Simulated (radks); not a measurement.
Values are calculated unless marked as measured or tabulated.
Q: All-electron atom: the rhodium ion Rh4+ in [Kr] 4d5. Code: a radial shooting solver on a logarithmic mesh with Libxc functionals. Model: Dirac Kohn-Sham, LDA (Slater exchange, Perdew-Wang correlation), spin-unpolarised, spherical densities, finite nucleus; open shells are shared between the two j in proportion to 2j + 1; Fermi nuclear charge, rms radius 4.4945 fm. Some entries of the table are withheld. Estimate them.

| orbital | occ. | eigenvalue (eV) | <r> (bohr) | <r^2> (bohr^2) |
|---|---|---|---|---|
| 1s1/2 | 2 | -23050.09 | 0.03266 | 0.001441 |
| 2s1/2 | 2 | -3388.806 | 0.1417 | 0.02373 |
| 2p1/2 | 2 | -3143.724 | 0.1204 | 0.01779 |
| 2p3/2 | 4 | -2999.344 | 0.1252 | 0.01913 |
| 3s1/2 | 2 | (1) | 0.3911 | 0.1752 |
| 3p1/2 | 2 | (2) | 0.3834 | 0.1711 |
| 3p3/2 | 4 | (3) | 0.3942 | 0.1807 |
| 3d3/2 | 4 | -358.1536 | 0.3683 | 0.1623 |
| 3d5/2 | 6 | -353.2401 | 0.3718 | 0.1652 |
| 4s1/2 | 2 | -134.9958 | 0.9656 | 1.055 |
| 4p1/2 | 2 | -105.1771 | (4) | 1.217 |
| 4p3/2 | 4 | -101.0028 | (5) | 1.283 |
| 4d3/2 | 2 | (6) | 1.302 | (7) |
| 4d5/2 | 3 | (8) | 1.313 | (9) |
| 5s1/2 | 0 | -40.8626 | 2.278 | 5.793 |
| 5p1/2 | 0 | -33.0650 | 2.548 | 7.264 |
| 5p3/2 | 0 | -32.3282 | 2.599 | 7.557 |

A: 
(1) 3s1/2 eigenvalue (eV): -649.6758
(2) 3p1/2 eigenvalue (eV): -553.6619
(3) 3p3/2 eigenvalue (eV): -528.7918
(4) 4p1/2 <r> (bohr): 1.033
(5) 4p3/2 <r> (bohr): 1.060
(6) 4d3/2 eigenvalue (eV): -55.1038
(7) 4d3/2 <r^2> (bohr^2): 1.979
(8) 4d5/2 eigenvalue (eV): -54.5605
(9) 4d5/2 <r^2> (bohr^2): 2.011
